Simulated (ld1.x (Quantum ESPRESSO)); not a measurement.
**An all-electron radial function and its pseudo partner (Au)**

Columns: radius, all-electron u(r) and pseudo u(r) of the 6p shell (level -14.82 eV) of gold in the configuration [Kr] 4d10 4f14 5s2 5p6 5d9 6s0 6p0; LDA (PZ), scalar-relativistic, PAW scheme, ld1.x (Quantum ESPRESSO) 7.5.

```json
{"r (bohr)": "0.088", "all-electron": "-0.0548", "pseudo": "-0.0248"}
{"r (bohr)": "0.175", "all-electron": "-0.0828", "pseudo": "-0.0939"}
{"r (bohr)": "0.262", "all-electron": "0.1225", "pseudo": "-0.1959"}
{"r (bohr)": "0.350", "all-electron": "0.1906", "pseudo": "-0.3156"}
{"r (bohr)": "0.438", "all-electron": "0.1050", "pseudo": "-0.4323"}
{"r (bohr)": "0.525", "all-electron": "-0.0377", "pseudo": "-0.5269"}
{"r (bohr)": "0.612", "all-electron": "-0.1704", "pseudo": "-0.5869"}
{"r (bohr)": "0.700", "all-electron": "-0.2631", "pseudo": "-0.6048"}
{"r (bohr)": "0.788", "all-electron": "-0.3069", "pseudo": "-0.5786"}
{"r (bohr)": "0.875", "all-electron": "-0.3072", "pseudo": "-0.5149"}
{"r (bohr)": "0.962", "all-electron": "-0.2741", "pseudo": "-0.4232"}
{"r (bohr)": "1.050", "all-electron": "-0.2166", "pseudo": "-0.3141"}
{"r (bohr)": "1.138", "all-electron": "-0.1437", "pseudo": "-0.1999"}
{"r (bohr)": "1.225", "all-electron": "-0.0634", "pseudo": "-0.0907"}
{"r (bohr)": "1.312", "all-electron": "0.0199", "pseudo": "0.0098"}
{"r (bohr)": "1.400", "all-electron": "0.1035", "pseudo": "0.1013"}
{"r (bohr)": "1.487", "all-electron": "0.1829", "pseudo": "0.1828"}
{"r (bohr)": "1.575", "all-electron": "0.2582", "pseudo": "0.2582"}
{"r (bohr)": "1.662", "all-electron": "0.3266", "pseudo": "0.3266"}
{"r (bohr)": "1.750", "all-electron": "0.3890", "pseudo": "0.3890"}
{"r (bohr)": "1.838", "all-electron": "0.4444", "pseudo": "0.4444"}
{"r (bohr)": "1.925", "all-electron": "0.4923", "pseudo": "0.4923"}
{"r (bohr)": "2.012", "all-electron": "0.5334", "pseudo": "0.5334"}
{"r (bohr)": "2.100", "all-electron": "0.5685", "pseudo": "0.5685"}
{"r (bohr)": "2.188", "all-electron": "0.5972", "pseudo": "0.5972"}
{"r (bohr)": "2.275", "all-electron": "0.6198", "pseudo": "0.6198"}
```

(1) How many radial nodes do the two functions have?

(2) At about which radius was the pseudo-wave matched?

(3) Is the pseudo-wave norm-conserving?

## Answers

(1) The all-electron 6p function has n − l − 1 = 4 (the table is too coarse to show those close to the nucleus); the pseudo-wave has 1, since 1 lower shell of the same l stays in the valence.

(2) 1.60 bohr. The columns agree to 0.0005 from 1.49 bohr on; several derivatives are matched, so the curves merge somewhat inside the radius.

(3) No, it belongs to a PAW set: the norm inside the radius is not constrained, and the difference is carried by the augmentation charge.
